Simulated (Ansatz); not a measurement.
F2Y (SMILES [F][Y+][F]), charge +1, singlet, at a GFN2-xTB geometry (such geometries of metal compounds can be far from the true shape) (the multiplicity is a formal guess) (core potentials on Y).

Input for Ansatz (a program for electronic structure):
Ansatz 0.2 input:
```yaml
crystal:
  periodic: [false, false, false]
  atoms:
    - {symbol: Y, position_ang: [0.41674306, 0.24807225, 0.09704500]}
    - {symbol: F, position_ang: [-1.25593416, 0.46747881, -1.26336689]}
    - {symbol: F, position_ang: [-0.54995243, -1.54245858, 0.84283855]}
basis:
  gaussian:
    orbitals: def2-TZVP
hamiltonian:
  xc: b3lyp
total_charge: 1
```

### Question
What does this run give for the total energy, number of basis functions?

### Answer

The total energy is -237.9580 Eh and the number of basis functions is 102.
